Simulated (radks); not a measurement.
Results of a calculation; reference values are marked as such.
Ionisation of Al+, [Ne] 3s2, to Al2+, [Ne] 3s1, under several functionals. Non-relativistic Kohn-Sham, spin-polarised, spherical densities, point nucleus; open shells are filled with parallel spins first; a radial shooting solver on a logarithmic mesh with Libxc functionals.

functional         E(Al+) (hartree)  Exc (hartree)  IE (eV)  -e(HOMO) (eV)  <r> HOMO (bohr)  IE error (eV)
revPBE                   -242.09909      -18.29319   18.679         14.745            2.388         -0.150
PW91                     -242.12925      -18.32475   18.812         14.837            2.379         -0.017
PBEsol                   -241.52747      -17.69955   18.635         14.749            2.382         -0.194
Tao-Mo meta-GGA          -242.06697      -18.26175   18.550         14.835            2.388         -0.279
XLYP                     -242.26531      -18.46301   18.908         14.719            2.376         +0.079
exchange-only PBE        -241.59073      -17.76829   17.938         14.000            2.402         -0.891
exchange-only B88        -241.68636      -17.86964   17.775         14.012            2.397         -1.054
TPSS                     -242.16221      -18.36203   18.627         14.846            2.391         -0.202
RPBE                     -242.13002      -18.32494   18.742         14.737            2.392         -0.086

NIST Atomic Spectra Database: 18.829 eV (measured). Closest: PW91. The Delta-SCF values span 1.13 eV, the total energies 0.74 hartree. The highest occupied level is 3s.
